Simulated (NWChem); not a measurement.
System: CH$_{5}$FSSi; SMILES CS[SiH2]F

NWChem input:

```
start job
memory heap 200 mb stack 900 mb global 1100 mb
geometry units angstroms noautosym nocenter noautoz
  Si     0.459996     1.038868    -0.161011
  F     -0.664136     1.999875     0.494861
  S      0.394527    -0.957760     0.566677
  C     -1.115077    -1.598507    -0.285558
  H      0.216081     1.043254    -1.625297
  H      1.798121     1.553850     0.210081
  H     -1.131363    -2.677768    -0.121767
  H     -2.019063    -1.158579     0.140006
  H     -1.071491    -1.401850    -1.359585
end
basis spherical
  Si library sto-3g
  F library sto-3g
  S library sto-3g
  C library sto-3g
  H library sto-3g
end
dft
  xc hfexch
  iterations 150
end
property
  shielding
end
task dft property
```

STO-3G and 3-21G are far too small for this property and stand as cheap habits. Geometry: optimised at B3LYP/6-31G* (spherical d).

GIAO values for the isolated, static molecule; σ is the absolute isotropic shielding, δ = σ(reference) − σ with the isolated reference molecule computed at the same levels (13C: tetramethylsilane, 19F: trichlorofluoromethane, 1H: tetramethylsilane, 29Si: tetramethylsilane).

Atoms are numbered as in the input.

Q: Give the results of this calculation. (Hartree-Fock/STO-3G, GIAO.) Quantities: δ Si1 (ppm); δ F2 (ppm); σ S3 (ppm); δ C4 (ppm); δ H5 (ppm); δ H6 (ppm); δ H7 (rotor mean) (ppm).

A: 
- δ Si1 (ppm) = -10.6
- δ F2 (ppm) = -211.4
- σ S3 (ppm) = 924.4
- δ C4 (ppm) = 22.9
- δ H5 (ppm) = 2.07
- δ H6 (ppm) = 2.32
- δ H7 (rotor mean) (ppm) = 0.56
